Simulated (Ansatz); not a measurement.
C$_{3}$H$_{13}$NSi$_{3}$ (SMILES C[Si@@H]1CC[SiH2]N1[SiH3]), singlet, at the geometry of the source list; B3LYP/STO-3G run with Ansatz (a quantum-chemistry and plane-wave program).

Input for Ansatz:
Ansatz 0.2 input:
```yaml
crystal:
  periodic: [false, false, false]
  atoms:
    - {symbol: C, position_ang: [-0.70110000, 1.79570000, 1.70080000]}
    - {symbol: Si, position_ang: [-0.39230000, 0.79900000, 0.17710000]}
    - {symbol: C, position_ang: [-1.83130000, -0.40600000, -0.17100000]}
    - {symbol: C, position_ang: [-1.22390000, -1.51280000, -1.04290000]}
    - {symbol: Si, position_ang: [0.59720000, -1.66000000, -0.52690000]}
    - {symbol: N, position_ang: [0.96340000, -0.22970000, 0.33080000]}
    - {symbol: Si, position_ang: [2.38630000, 0.48470000, -0.21760000]}
    - {symbol: H, position_ang: [-0.81840000, 1.15370000, 2.57950000]}
    - {symbol: H, position_ang: [0.12330000, 2.48700000, 1.90130000]}
    - {symbol: H, position_ang: [-1.61410000, 2.39090000, 1.60140000]}
    - {symbol: H, position_ang: [-0.25300000, 1.67020000, -1.01530000]}
    - {symbol: H, position_ang: [-2.18590000, -0.81870000, 0.78100000]}
    - {symbol: H, position_ang: [-2.67300000, 0.08530000, -0.66830000]}
    - {symbol: H, position_ang: [-1.26560000, -1.22610000, -2.10080000]}
    - {symbol: H, position_ang: [-1.76660000, -2.45600000, -0.92820000]}
    - {symbol: H, position_ang: [1.43940000, -1.86550000, -1.73020000]}
    - {symbol: H, position_ang: [0.75930000, -2.79140000, 0.41300000]}
    - {symbol: H, position_ang: [2.29420000, 0.82720000, -1.65840000]}
    - {symbol: H, position_ang: [3.51960000, -0.44340000, 0.00710000]}
    - {symbol: H, position_ang: [2.64250000, 1.71600000, 0.56750000]}
basis:
  gaussian:
    orbitals: STO-3G
    symmetry_tolerance_ang: 0.01
hamiltonian:
  xc: b3lyp
```

The log (banner, timings and long lists left out):

```
Functional definition: B3LYP
764 factors; integrals over basis functions are off by at most 4.8e-5 eV
mean field evaluation 1: about -28113.0573 eV, gradient 3.5e1 eV
mean field evaluation 2: about -28113.1217 eV, gradient 3.7e1 eV
mean field evaluation 4: about -28116.8267 eV, gradient 8.2e-1 eV
mean field evaluation 8: about -28116.7543 eV, gradient 2.4e-2 eV
mean field -28116.75433429 eV, -1033.2716635644 hartree, gradient 5.3e-5 eV, S^2 0.000000; 0 other end points of the search recorded, 0 dependent functions left out
reference -28116.75458360 eV, -1033.2716727264 hartree; 40, 40 occupied and 20, 20 virtual orbitals, 764 factors
Total energy: -28116.75458360 eV, -1033.2716727264 hartree
```
